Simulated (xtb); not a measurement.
Job for xtb: GFN-FF on HCl (SMILES Cl).

```
$ xtb mol.xyz --gfnff --sp --chrg 0 --uhf 0
2

Cl    -0.00000000    -0.00000000     0.64100645
H      0.00000000     0.00000000    -0.64100645
```

Question: Give the final energy of this run.

Answer: -0.0947 hartree.
